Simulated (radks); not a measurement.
Spherical quantum dot in the effective-mass picture: electrons in a well V = -V0 / (1 + exp((r - R)/a)) with V0 = 8.28, R = 7.52, a = 0.8, with a point charge +2 (a donor) at the centre, all in effective atomic units (hartree* = m*/eps^2 hartree, bohr* = eps/m* bohr), one dielectric constant everywhere. Method: non-relativistic Kohn-Sham, PBEsol, spin-polarised, spherical densities; computed with a radial shooting solver with Libxc functionals. Levels are named by radial order and angular momentum (1s, 1p, 1d, 2s, ...), and open shells are averaged over m. Results are scaled to m* = 0.046 and eps = 14.5, for which hartree* = 5.954 meV and bohr* = 16.68 nm.

N = 26, configuration 1s2 1p6 1d10 2s2 1f(up 6, down 0). This is the lowest configuration that the search found. Occupied and some empty levels:

| level | occupation | eigenvalue (meV) | <r> (nm) |
|---|---|---|---|
| 1s down | 1 | -21.681 | 18.20 |
| 1s up | 1 | -21.680 | 18.71 |
| 2s up | 1 | -20.424 | 74.71 |
| 2s down | 1 | -20.237 | 74.52 |
| 1p up | 3 | -20.197 | 77.73 |
| 1p down | 3 | -20.005 | 77.02 |
| 1d up | 5 | -19.586 | 80.68 |
| 1d down | 5 | -19.380 | 80.27 |
| 1f up | 6 | -18.761 | 83.22 |
| 1f down | 0 | -18.546 | 82.98 |
| 1g up | 0 | -17.745 | 85.52 |
| 1g down | 0 | -17.523 | 85.38 |
| 2p up | 0 | -17.172 | 60.85 |
| 2p down | 0 | -17.087 | 60.49 |
| 2d up | 0 | -15.878 | 69.53 |
| 2d down | 0 | -15.762 | 69.24 |

Energy (meV): total -901.753, kinetic 60.529, external -1321.6, Hartree 402.81, exchange-correlation -43.526.

Electron density:

| r (nm) | n(r) (e/nm^3) |
|---|---|
| 3.14 | 0.0003688 |
| 11.0 | 0.00006509 |
| 18.9 | 0.00001388 |
| 26.8 | 3.694e-06 |
| 34.7 | 1.807e-06 |
| 42.6 | 2.042e-06 |
| 50.5 | 3.173e-06 |
| 58.4 | 4.864e-06 |
| 66.3 | 6.695e-06 |
| 74.2 | 7.900e-06 |
| 82.1 | 7.607e-06 |
| 89.9 | 5.618e-06 |
| 97.8 | 2.946e-06 |
| 106 | 1.024e-06 |
| 114 | 2.318e-07 |
| 122 | 3.362e-08 |
| 129 | 3.262e-09 |
| 137 | 2.247e-10 |
| 145 | 1.221e-11 |
| 153 | 5.700e-13 |
